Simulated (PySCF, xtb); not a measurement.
B(H)2(OMe) (CH5BO), SMILES BOC.

xtb with GFN2-xTB at its own geometry gives an orbital gap of 5.85 eV and a dipole moment of 1.87 D.

Coordinates come from a PBE0-D3(BJ)/def2-TZVP optimisation.

Task: What does ωB97X/def2-TZVPD run with PySCF give? (Estimate from the structure and the level; the computed values follow.)

Result: gap 12.83 eV (levels -11.12 and 1.71 eV), dipole 1.63 D.
